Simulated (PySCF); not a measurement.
Structure elucidation problem

An unknown has the formula C3H12OSi3. Its calculated NMR data are:

1H NMR (600 MHz, computed): δ 5.70 (q, 2H), 4.85 (d, 2H), 3.46 (t, 3H), 0.67 (m, 2H), 0.10 (m, 2H), -0.16 (m, 1H).

13C{1H} NMR (computed): δ 3.5, -2.2.

Computed data (PySCF): coordinates at the GFN2-xTB level, shielding tensors at PBE0/pcSseg-1 (GIAO). Non-relativistic Hamiltonian, equivalent nuclei averaged, isolated molecule, single conformer.

Chemical shifts δ = σref − σ; TMS for 1H (σ = 31.72 ppm), 13C (σ = 186.93 ppm), all at this level.

Question: What is the structure?

Answer: 
1. The formula gives 1 degree of unsaturation (1 ring in the answer).
2. 2 carbon signals for 3 carbons: some carbons are equivalent by symmetry or fast rotation.
3. Carbon types of the structure: 1 × CH, 2 × CH2, leaving 7 H on heteroatoms.
4. δC 3.5, -2.2: three-membered-ring carbon; carbons of three-membered rings are unusually shielded.
5. δH 5.70: hydrogen on a silicon bonded to O, Si.
6. δH 4.85: hydrogen on a silicon bonded to C, O.
7. δH 3.46: hydrogen on a silicon bonded to Si.
8. δH 0.67, 0.10, -0.16: hydrogen on a three-membered-ring carbon; cyclopropane-type protons are shielded by the ring.

These data were computed for `C1C([SiH2]O[SiH2][SiH3])C1`.

The shifts were computed for this structure.

Shifts are as computed. Against solution values, carbons near 30 ppm lie about +3 ppm off and those near 130 ppm about +5 ppm. Of 1211 compounds with measured shifts, 218 miss one by over three times the rms of a fit or turn the order of signals round; such compounds aren't used in these exercises. No couplings were computed; multiplicities are counted from neighbouring protons, with m where these are inequivalent, close in shift, in a saturated or five-membered ring or joined by F or P, and br s for small geminal =CH2 splittings.
